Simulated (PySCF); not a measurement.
**LDA on Sc³⁺ (scandium, charge +3)**

Configuration: [Ar], closed-shell 1S. Calculation: PySCF 2.14, in def2-SVP; the non-relativistic Hamiltonian (point nucleus).

| Item | Value |
| --- | --- |
| Total energy | -756.873 hartree |
| One-electron energy | -1014.768 hartree |
| Hartree (Coulomb) energy | 293.874 hartree |
| Exchange-correlation energy | -35.979 hartree |
| Kinetic energy | 755.98462 hartree |
| ⟨S²⟩ | 0.0000 |
| ⟨L²⟩ | 0.000 |
| Sum of ⟨r⟩ | 11.78 bohr |
| Sum of ⟨r²⟩ | 13.05 bohr² |
| Density at the nucleus (Gaussians lack the cusp) | 5800 bohr⁻³ |
| Langevin diamagnetic susceptibility | -10.3 ×10⁻⁶ cm³/mol |
| Time after the integrals | 0.15 s of wall time on 1 thread of Neoverse-V2 (shared host) |

```json
{"shell": "1s", "electrons": "2", "mean orbital energy (eV)": "-4394.7", "rms radius, mean of both spins (bohr)": "0.0853"}
{"shell": "2s", "electrons": "2", "mean orbital energy (eV)": "-504.80", "rms radius, mean of both spins (bohr)": "0.376"}
{"shell": "2p", "electrons": "6", "mean orbital energy (eV)": "-424.29", "rms radius, mean of both spins (bohr)": "0.342"}
{"shell": "3s", "electrons": "2", "mean orbital energy (eV)": "-87.151", "rms radius, mean of both spins (bohr)": "1.15"}
{"shell": "3p", "electrons": "6", "mean orbital energy (eV)": "-66.029", "rms radius, mean of both spins (bohr)": "1.25"}
```
